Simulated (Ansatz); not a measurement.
Start from `C[O][SnH]([F])[O][SiH3]` and change one atom or group to get `[F][SnH]([F])[O][SiH3]`.

Ansatz, PBE0-D4/def2-TZVP geometries, multiplicity 1. Each molecule was computed in one conformer, which needn't be the lowest.

Elements past krypton have def2 core potentials.

```json
{"property": "LUMO energy (B3LYP/def2-TZVPP) / eV", "`C[O][SnH]([F])[O][SiH3]`": "-1.69"}
{"property": "HOMO–LUMO gap (B3LYP/def2-TZVPP) / eV", "`C[O][SnH]([F])[O][SiH3]`": "6.43"}
{"property": "HOMO energy (ωB97M-V/def2-TZVPP) / eV", "`C[O][SnH]([F])[O][SiH3]`": "-10.77"}
{"property": "size of the dipole moment (B3LYP/def2-TZVPP) / D", "`C[O][SnH]([F])[O][SiH3]`": "1.41"}
{"property": "LUMO energy (PBE0/def2-TZVPP) / eV", "`C[O][SnH]([F])[O][SiH3]`": "-1.35"}
{"property": "HOMO–LUMO gap (PBE0/def2-TZVPP) / eV", "`C[O][SnH]([F])[O][SiH3]`": "7.01"}
```

Give the same properties after the change, and the shifts. (Estimate.)

Computed: 
```csv
property,`[F][SnH]([F])[O][SiH3]`,shift
LUMO energy (B3LYP/def2-TZVPP) / eV,-2.17,-0.48
HOMO–LUMO gap (B3LYP/def2-TZVPP) / eV,6.65,0.22
HOMO energy (ωB97M-V/def2-TZVPP) / eV,-11.33,-0.56
size of the dipole moment (B3LYP/def2-TZVPP) / D,2.60,1.19
LUMO energy (PBE0/def2-TZVPP) / eV,-1.81,-0.46
HOMO–LUMO gap (PBE0/def2-TZVPP) / eV,7.22,0.21
```

With PBE0 the HOMO falls by 0.67 eV and the LUMO falls by 0.46 eV, so the gap widens by about 0.21 eV. PBE moves the HOMO by -0.81 eV and ωB97M-V by -0.56 eV. Dipoles are sizes alone; their direction can turn.

B3LYP here is the variant with VWN-RPA as its local correlation; programs differ in this.
